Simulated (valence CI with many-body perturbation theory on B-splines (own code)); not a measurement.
**Level structure of Nb36+**

Level of theory: relativistic CI+MBPT: three valence electrons over a frozen Dirac-Fock core [He], radial functions for each j: 11 s, 11 p, 10 d, 8 f, 5 g, 2 h, with the one-electron correlation potential Σ1, the two-electron term Σ2, the three-electron term Σ3, Breit, model QED; selected CI, second order for the rest, scaled by the run's own slope (own B-spline code, finite nucleus).

No measured spectrum was set against this ion. As an estimate, large intervals hold to a few tenths of a per cent, small ones and those within an open d or f shell to about a per cent.

Levels 46 to 90 of 211, with energies above the lowest level, (2s^2 2p1/2) J=1/2. "Leading %" is the weight of the configuration and term that name the level; weights of strongly mixed levels are sums over their largest components and can fall short. In the jj column 3d3/2^4 stands for four electrons in 3d with j = 3/2. Lifetimes count E1, E2, E3, M1 and M2 decay at the calculated energies, and are blank where another channel may lead or the interval is too uncertain; long ones can be off by a factor of two.

```
No.  Configuration  Term    J  E (Ry)  Leading %   Second component  Lifetime                 Leading jj
 46       2s 2p 3p    4D  7/2  224.58        100                      11.0 ps     2s 2p3/2 3p3/2 (100 %)
 47       2s 2p 3p    2P  3/2  224.84         49   34 % 2s 2p 3p 4S   27.2 fs      2s 2p3/2 3p3/2 (96 %)
 48         2p2 3p   4D°  1/2  224.90         42    33 % 2p2 3p 2P°   38.0 fs       2p1/2^2 3p1/2 (92 %)
 49       2s 2p 3p    2D  5/2  225.61         52   44 % 2s 2p 3p 4P   25.6 fs      2s 2p3/2 3p3/2 (96 %)
 50       2s 2p 3p    2S  1/2  225.76         52   30 % 2s 2p 3p 2P   19.5 fs      2s 2p3/2 3p3/2 (94 %)
 51       2s 2p 3p    2P  1/2  226.55         59   27 % 2s 2p 3p 2S   28.3 fs      2s 2p3/2 3p1/2 (91 %)
 52       2s 2p 3p    2D  3/2  226.64         67   19 % 2s 2p 3p 2P   66.5 fs      2s 2p3/2 3p1/2 (93 %)
 53       2s 2p 3d   4F°  9/2  227.28        100                       435 ps     2s 2p3/2 3d5/2 (100 %)
 54       2s 2p 3d   4D°  5/2  227.30         50  19 % 2s 2p 3d 4F°   6.76 fs      2s 2p3/2 3d3/2 (97 %)
 55       2s 2p 3d   4D°  7/2  227.38         50  42 % 2s 2p 3d 4F°   7.72 fs      2s 2p3/2 3d3/2 (62 %)
 56       2s 2p 3d   4P°  3/2  227.46         47  35 % 2s 2p 3d 4D°   6.54 fs      2s 2p3/2 3d3/2 (90 %)
 57       2s 2p 3d   4P°  1/2  227.55         87  11 % 2s 2p 3d 4D°   7.05 fs      2s 2p3/2 3d3/2 (97 %)
 58         2p2 3p   4D°  3/2  227.59         26    24 % 2p2 3p 4P°   22.3 fs       2p1/2^2 3p3/2 (87 %)
 59       2s 2p 3d   2D°  5/2  228.25         45  30 % 2s 2p 3d 4P°   9.25 fs      2s 2p3/2 3d5/2 (98 %)
 60       2s 2p 3p    2D  5/2  228.41         75    8 % 2s 2p 3p 4P   73.5 fs      2s 2p3/2 3p3/2 (86 %)
 61       2s 2p 3d   2D°  3/2  228.60         40  34 % 2s 2p 3d 2P°   10.2 fs      2s 2p3/2 3d5/2 (90 %)
 62       2s 2p 3p    2P  3/2  228.72         39     22 % 2p2 3s 4P   57.3 fs      2s 2p3/2 3p3/2 (62 %)
 63       2s 2p 3d   2F°  7/2  229.02         84  15 % 2s 2p 3d 4D°   5.33 fs      2s 2p3/2 3d5/2 (63 %)
 64         2p2 3s    4P  3/2  229.31         38     15 % 2p2 3d 4F   44.9 fs      2p1/2 2p3/2 3s (42 %)
 65       2s 2p 3p    2S  1/2  229.33         62   14 % 2s 2p 3p 2P    182 fs      2s 2p3/2 3p3/2 (82 %)
 66         2p2 3s    4P  3/2  229.39         31     25 % 2p2 3d 4F   71.4 fs       2p1/2^2 3d3/2 (57 %)
 67       2s 2p 3d   2P°  1/2  229.49         84  11 % 2s 2p 3d 4D°   6.88 fs      2s 2p3/2 3d5/2 (96 %)
 68         2p2 3s    2P  1/2  229.92         58     23 % 2p2 3s 4P   44.1 fs      2p1/2 2p3/2 3s (81 %)
 69         2p2 3s    2D  5/2  230.12         33     30 % 2p2 3s 4P   16.2 fs      2p1/2 2p3/2 3s (62 %)
 70         2p2 3d    4D  5/2  230.65         16     16 % 2p2 3d 4F   20.1 fs       2p1/2^2 3d5/2 (65 %)
 71         2p2 3s    2D  3/2  230.67         52     34 % 2p2 3s 2P   40.5 fs      2p1/2 2p3/2 3s (86 %)
 72       2s 2p 3d   2F°  5/2  231.08         66   8 % 2s 2p 3d 2D°   6.23 fs      2s 2p3/2 3d3/2 (86 %)
 73       2s 2p 3d   2D°  3/2  231.23         69  14 % 2s 2p 3d 2P°   5.80 fs      2s 2p3/2 3d3/2 (79 %)
 74         2p2 3p   4P°  1/2  231.36         39    29 % 2p2 3p 4D°   24.7 fs   2p1/2 2p3/2 3p1/2 (92 %)
 75       2s 2p 3d   2F°  7/2  231.43         84   7 % 2s 2p 3d 4D°   16.2 fs      2s 2p3/2 3d5/2 (92 %)
 76       2s 2p 3d   2P°  1/2  231.67         84   9 % 2s 2p 3d 4D°   8.52 fs      2s 2p3/2 3d3/2 (89 %)
 77         2p2 3p   4D°  3/2  231.74         48    15 % 2p2 3p 2D°   38.9 fs   2p1/2 2p3/2 3p1/2 (87 %)
 78       2s 2p 3d   2D°  5/2  232.01         73  17 % 2s 2p 3d 2F°   5.44 fs      2s 2p3/2 3d5/2 (93 %)
 79       2s 2p 3d   2P°  3/2  232.27         84   5 % 2s 2p 3d 4D°   7.54 fs      2s 2p3/2 3d5/2 (88 %)
 80         2p2 3p   2F°  5/2  232.45         38    30 % 2p2 3p 2D°   42.8 fs   2p1/2 2p3/2 3p1/2 (86 %)
 81         2p2 3p   2P°  3/2  233.67         35    30 % 2p2 3p 4S°   21.8 fs   2p1/2 2p3/2 3p1/2 (91 %)
 82         2p2 3p   4D°  5/2  233.79         52    34 % 2p2 3p 4P°   27.5 fs   2p1/2 2p3/2 3p3/2 (99 %)
 83         2p2 3p   4P°  1/2  234.02         39    30 % 2p2 3p 2P°   25.3 fs   2p1/2 2p3/2 3p3/2 (97 %)
 84         2p2 3p   2D°  3/2  234.34         47    34 % 2p2 3p 4P°   23.9 fs   2p1/2 2p3/2 3p3/2 (93 %)
 85         2p2 3p   2F°  7/2  234.69         53    45 % 2p2 3p 4D°   32.4 fs   2p1/2 2p3/2 3p3/2 (96 %)
 86         2p2 3p   2P°  3/2  235.21         46    24 % 2p2 3p 4S°   23.3 fs   2p1/2 2p3/2 3p3/2 (97 %)
 87         2p2 3p   2D°  5/2  235.65         50    25 % 2p2 3p 2F°   25.4 fs   2p1/2 2p3/2 3p3/2 (94 %)
 88         2p2 3d    4F  3/2  235.97         42     32 % 2p2 3d 2P   28.2 fs   2p1/2 2p3/2 3d3/2 (97 %)
 89         2p2 3d    4F  5/2  236.05         53     40 % 2p2 3d 2F   72.8 fs   2p1/2 2p3/2 3d3/2 (96 %)
 90         2p2 3d    4D  1/2  236.15         81     14 % 2p2 3d 2P   55.1 fs  2p1/2 2p3/2 3d3/2 (100 %)
```

Where two levels of one J and parity lie close, their mixing, g and order are uncertain.
